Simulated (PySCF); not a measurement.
In(Me)(NH2)2 (CH7InN2), SMILES [CH3][In]([NH2])[NH2].

Geometry: PBE0-D3(BJ)/def2-SVP. The def2 effective core potentials stand for the cores of In; spin–orbit coupling is left out. Other conformers were not sampled.

All values below come from PBE0-D3(BJ)/def2-SVP in PySCF.

Frequencies are harmonic and unscaled.

A small imaginary wavenumber (i) marks a very flat motion, where grid noise or a shallow saddle decides the sign.

Computed vibrational spectrum:
```csv
mode,ν (cm⁻¹),IR (km/mol),moving atoms (share of kinetic energy)
1,16i,0.1,H 97 %
2,104,0.8,"C 36 %, H 28 %, N 24 %, In 12 %"
3,130,11.3,"N 47 %, In 23 %, H 18 %, C 12 %"
4,134,3.3,"N 55 %, H 24 %, In 16 %"
5,234,4.4,H 98 %
6,257,71.1,"H 77 %, N 22 %"
7,295,21.6,H 97 %
8,319,259.3,"H 78 %, N 21 %"
9,509,14.0,"C 70 %, H 19 %"
10,601,42.7,"N 71 %, H 18 %, In 10 %"
11,603,63.2,"N 69 %, H 16 %, In 15 %"
12,661,0.8,H 90 %
13,703,28.0,"H 83 %, C 15 %"
14,748,65.3,"H 83 %, C 13 %"
15,752,76.2,"H 85 %, N 14 %"
16,1189,1.0,"H 82 %, C 18 %"
17,1431,0.8,H 95 %
18,1434,2.0,H 95 %
19,1516,10.6,"H 90 %, N 10 %"
20,1531,11.5,"H 91 %, N 9 %"
21,3071,6.8,H 97 %
22,3182,2.6,"H 91 %, C 9 %"
23,3192,3.7,"H 90 %, C 10 %"
24,3592,11.6,H 96 %
25,3593,4.4,H 96 %
26,3699,15.6,"H 91 %, N 9 %"
27,3699,10.4,"H 91 %, N 9 %"
```
